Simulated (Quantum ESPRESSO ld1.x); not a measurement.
Values are calculated unless marked as measured or tabulated.
I III, 51 electrons, occupied as [Kr] 4d10 5s2 5p2 4f1 (not the ground configuration). Code: ld1.x of Quantum ESPRESSO 7.5. Model: scalar-relativistic Kohn-Sham, PBE, spin-unpolarised, spherical densities, point nucleus. Some entries of the table are withheld. Estimate them.

orbital,occ.,eigenvalue (eV),r(max) (bohr)
1s,2,-33009.593,0.018
2s,2,-5120.437,(1)
2p,6,-4598.164,(2)
3s,2,-1052.453,(3)
3p,6,-883.220,0.280
3d,10,-629.856,0.233
4s,2,-204.123,0.680
4p,6,-151.080,(4)
4d,10,-73.696,0.779
5s,2,-38.548,1.66
5p,2,-26.738,1.91
4f,1,-6.719,2.94

Answer. 
(1) 2s r(max) (bohr): 0.099
(2) 2p r(max) (bohr): 0.080
(3) 3s r(max) (bohr): 0.286
(4) 4p r(max) (bohr): 0.713
